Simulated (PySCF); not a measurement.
Compound: C7H8NO (doublet state).
Structure used (GFN2-xTB), in Å, numbered top down from 1:
```
atom  x, y, z in Å
C1     3.674   -0.785   -1.263
C2     2.565   -0.488   -0.853
C3     1.331   -0.169   -0.401
C4     0.663   -0.295    0.933
C5    -0.545    0.472    0.349
N6    -1.809   -0.210    0.406
C7    -2.919    0.349    0.924
O8    -2.991    1.457    1.390
C9     0.148    0.496   -1.033
H10    4.628   -1.038   -1.614
H11    1.173    0.190    1.767
H12    0.436   -1.322    1.231
H13   -0.703    1.458    0.787
H14   -1.844   -1.147    0.035
H15   -3.785   -0.339    0.877
H16   -0.357   -0.105   -1.793
H17    0.329    1.487   -1.453
```

The hyperfine couplings belong to this conformer and change with its torsions.

As a line formula: `C#C[C]1CC(NC=O)C1` [radical].

Level of theory: PySCF, UKS B3LYP, pcH-1 on C H N O, non-relativistic, mean-field spin-orbit, GIAO. Geometry: GFN2-xTB, one conformer, isolated molecule. A GFN2-xTB geometry isn't a minimum of the functional, and hyperfine couplings can be far from their values at a DFT geometry. Stability of the SCF solution: not tested.

Mulliken spin populations: C1 +0.529, C2 -0.238, C3 +0.720, C4 -0.071, C5 +0.009, N6 -0.001, C7 0.000, O8 0.000, C9 -0.071, H10 -0.023, H11 +0.034, H12 +0.040, H13 -0.001, H14 0.000, H15 0.000, H16 +0.040, H17 +0.034. Main spin sites, with 60 % or more of the largest population: C1, C3; positions count bonds from the nearest.

Problem. Give the computed dipolar 1H tensors of H11, H12, H13, H14, H15, H16, H17.

Solution. 
| atom | position | distance from C3 (Å) | T1 (MHz) | T2 | T3 |
| --- | --- | --- | --- | --- | --- |
| H11 | 2 bonds from C3 | 2.20 | -3.27 | -2.62 | 5.89 |
| H12 | 2 bonds from C3 | 2.19 | -3.31 | -2.82 | 6.13 |
| H13 | 3 bonds from C3 | 2.86 | -1.99 | -1.80 | 3.78 |
| H14 | 4 bonds from C3 | 3.35 | -1.52 | -1.11 | 2.63 |
| H15 | 5 bonds from C3 | 5.28 | -0.40 | -0.38 | 0.78 |
| H16 | 2 bonds from C3 | 2.19 | -3.31 | -2.82 | 6.13 |
| H17 | 2 bonds from C3 | 2.20 | -3.27 | -2.62 | 5.90 |

Problem. Estimate them with point dipoles: put each population ρk at its nucleus, leave out the nucleus itself and the atom bound to it, and sum T = Σ [ρk/(2S)]·C·(3 n nᵀ − 1)/r³ with C = μ0 gₑ μB g_N μN/(4π h) = 79.06 MHz Å³.

Solution. 
```tsv
atom	T1 (MHz)	T2	T3	T3, computed	difference in T3 (%)
H11	-5.52	-4.34	9.87	5.89	+67
H12	-5.54	-4.56	10.11	6.13	+65
H13	-1.96	-1.96	3.91	3.78	+3
H14	-1.50	-1.26	2.76	2.63	+5
H15	-0.40	-0.38	0.78	0.78	0
H16	-5.54	-4.57	10.11	6.13	+65
H17	-5.52	-4.35	9.87	5.90	+67
```
